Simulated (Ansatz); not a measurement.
`[SiH3][O][In]([SH])[O][SiH3]` and `[OH][In]([SH])[O][SiH3]` differ in one atom or group.

Ansatz, PBE0-D4/def2-TZVP geometries, multiplicity 1. Each molecule was computed in one conformer, which needn't be the lowest.

Elements past krypton have def2 core potentials.

```csv
property,`[SiH3][O][In]([SH])[O][SiH3]`
HOMO energy (B3LYP/def2-TZVPP) / eV,-7.94
LUMO energy (PBE0/def2-TZVPP) / eV,-2.23
size of the dipole moment (ωB97M-V/def2-TZVPP) / D,1.59
LUMO energy (ωB97M-V/def2-TZVPP) / eV,-0.37
HOMO energy (PBE/def2-TZVPP) / eV,-6.92
HOMO–LUMO gap (PBE/def2-TZVPP) / eV,3.79
```

Q: Give the same properties after the change, and the shifts. (Estimate.)

A: The calculation gave: 
```csv
property,`[OH][In]([SH])[O][SiH3]`,shift
HOMO energy (B3LYP/def2-TZVPP) / eV,-7.79,0.15
LUMO energy (PBE0/def2-TZVPP) / eV,-2.03,0.20
size of the dipole moment (ωB97M-V/def2-TZVPP) / D,0.42,-1.17
LUMO energy (ωB97M-V/def2-TZVPP) / eV,-0.17,0.20
HOMO energy (PBE/def2-TZVPP) / eV,-6.77,0.15
HOMO–LUMO gap (PBE/def2-TZVPP) / eV,3.84,0.05
```

With PBE0 the HOMO rises by 0.15 eV and the LUMO rises by 0.20 eV, so the gap widens by about 0.05 eV. PBE moves the HOMO by 0.15 eV and ωB97M-V by 0.14 eV. Dipoles are sizes alone; their direction can turn.

B3LYP here is the variant with VWN-RPA as its local correlation; programs differ in this.
